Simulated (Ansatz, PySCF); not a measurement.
Reaction (SMILES): FC(F)(F)C(F)(F)C(F)(F)F + 9 C (CH4) -> 2 CC (C2H6) [ethane] + 8 CF (CH3F) [fluoromethane]
Structures are relaxed separately at B3LYP-D3(BJ)/def2-TZVP in Ansatz (a program for electronic structure), one conformer each, not searched for the lowest. Frequencies are from Ansatz or PySCF.
Geometry of the first species:
```xyz
11

F     -1.3278    -1.4307     0.5667
C     -1.2764    -0.1097     0.3897
F     -2.4044     0.2895    -0.1994
F     -1.1792     0.4842     1.5800
C     -0.0723     0.2771    -0.5182
F     -0.2397    -0.3272    -1.7096
F     -0.0955     1.6120    -0.6927
C      1.3342    -0.1117     0.0244
F      2.2569     0.2756    -0.8572
F      1.4264    -1.4318     0.1918
F      1.5729     0.4913     1.1898
```
Charge 0, spin multiplicity 1.

Wanted: bond separation energy (enthalpy at 298 K, with B3LYP-D3(BJ) rigid-rotor harmonic-oscillator terms), in kcal/mol. Valence correlation only, unless marked. No spin-orbit coupling. Non-relativistic. CBS marks a two-point X^-3 extrapolation of the correlation energy; Hartree-Fock from the larger set. [CCSD(T)-MP2]/basis is that difference in the basis named.

```
level                      program  bond separation energy (kcal/mol)
------------------  --------------  ---------------------------------
HF/cc-pVDZ                  Ansatz                               85.0
SVWN5/def2-TZVPD            Ansatz                              104.7
revPBE/def2-TZVPD           Ansatz                               76.4
PBE0-D4/def2-TZVPD  Ansatz + dftd4                               86.9
```

Problem. Predict the RI-MP2/CBS(cc-pVTZ,cc-pVQZ)+[CCSD(T)-MP2]/cc-pVTZ result (Ansatz).

Solution. 87.2 kcal/mol, so PBE0-D4/def2-TZVPD differs from it by -0.3 kcal/mol.
